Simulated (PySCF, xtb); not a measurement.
aminoborane cation (BH4N), SMILES BN (connectivity only; charge and spin as stated), charge +1, multiplicity 2.

Harmonic wavenumbers (cm⁻¹) from xtb 6.7.1 with GFN2-xTB at its own minimum, in rising order: 406, 576, 702, 744, 824, 953, 1346, 1520, 2344, 2429, 3296, 3311.

Q: What does ωB97X-D3(BJ)/def2-TZVP run with PySCF give at its own minimum? (An estimate is asked for; the answer gives what the named calculation found.)

A: 95, 494, 640, 813, 972, 1018, 1046, 1549, 2535, 2641, 3436, 3520. Paired by order, the mean absolute difference is 152 cm⁻¹ and the zero-point energies are 26.4 and 26.8 kcal/mol.
